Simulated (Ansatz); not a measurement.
MoO2(OH)2 (MoO4H2). The state is a singlet with charge 0. Geometry PBE0-D4/def2-SVP.

| atom | x (Å) | y (Å) | z (Å) |
| --- | --- | --- | --- |
| Mo1 | -0.1383 | -0.3365 | -0.0631 |
| O2 | 0.7412 | -1.7599 | -0.0830 |
| O3 | -1.7453 | -0.6833 | -0.3755 |
| O4 | 0.4942 | 0.8199 | -1.3817 |
| H5 | 1.3164 | 0.7208 | -1.8759 |
| O6 | 0.0272 | 0.4486 | 1.6197 |
| H7 | -0.6952 | 0.7903 | 2.1596 |

In the def2 sets Mo takes a core potential; there is no spin–orbit coupling.

(1) Estimate the orbital energies around the gap (eV) in Ansatz with LDA (SPW92)/def2-TZVP, PBE-D4/def2-TZVPD, r2SCAN-D4/def2-TZVP, r2SCAN0-D4/def2-TZVP, CAM-B3LYP-D4/def2-TZVP.

Results:

(1) 
```tsv
orbital	LDA (SPW92)/def2-TZVP	PBE-D4/def2-TZVPD	r2SCAN-D4/def2-TZVP	r2SCAN0-D4/def2-TZVP	CAM-B3LYP-D4/def2-TZVP
HOMO−9	-10.92	-10.70	-11.10	-12.88	-14.18
HOMO−8	-10.85	-10.65	-11.08	-12.84	-14.09
HOMO−7	-10.71	-10.47	-10.84	-12.57	-13.90
HOMO−6	-10.23	-10.01	-10.39	-12.08	-13.36
HOMO−5	-9.56	-9.38	-9.75	-11.40	-12.62
HOMO−4	-8.82	-8.62	-8.96	-10.56	-11.79
HOMO−3	-8.75	-8.56	-8.89	-10.45	-11.63
HOMO−2	-8.39	-8.20	-8.53	-10.11	-11.32
HOMO−1	-8.34	-8.14	-8.47	-9.98	-11.17
HOMO	-7.74	-7.56	-7.89	-9.45	-10.64
LUMO	-3.12	-2.96	-2.86	-2.13	-1.08
LUMO+1	-2.98	-2.82	-2.72	-2.00	-0.93
LUMO+2	-2.03	-1.88	-1.67	-0.89	0.03
LUMO+3	-1.40	-1.36	-0.73	-0.14	0.20
LUMO+4	-0.69	-0.52	-0.19	0.50	1.13
LUMO+5	-0.66	-0.46	-0.13	0.52	1.33
```
